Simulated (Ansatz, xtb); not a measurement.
# Ranking isomers of C3H4BrCl

3 gas-phase structures of C3H4BrCl, from a drawn sample of its isomers (lower ones may exist). Each was relaxed with GFN2-xTB:

A. `Cl[C@@H]1C[C@H]1Br`, a singlet
B. `ClC1(Br)CC1`, a singlet
C. `Cl[C@@H]1C[C@@H]1Br`, a singlet

**Question.** Make a reasoned guess at their ranking by r2SCAN-D4/def2-SVP single-point energy.

**Answer.** Calculated order at r2SCAN-D4/def2-SVP: A (0.0), C (7.5), B (7.6) kJ/mol. Less than 1 kcal/mol parts C and B, so the order within that pair means little.

Energies above the lowest of each column, in kJ/mol; the last columns are at PBE-D3(BJ)/def2-SVP geometries:

| structure | GFN2-xTB | HF/STO-3G | r2SCAN-D4/def2-SVP | PBE-D3(BJ)/def2-SVP | CCSD(T)/def2-SVP + ΔMP2/def2-TZVPP |
| --- | --- | --- | --- | --- | --- |
| A | 0.0 | 0.0 | 0.0 | 0.0 | 0.0 |
| C | 9.0 | 5.6 | 7.5 | 6.4 | 7.6 |
| B | 4.0 | 7.2 | 7.6 | 7.3 | 7.8 |

Every level run on A puts it lowest or level with the lowest. ΔMP2 is the change of the MP2 energy from the smaller to the larger basis.

Programs: Ansatz 0.2.0, xtb 6.7.1.
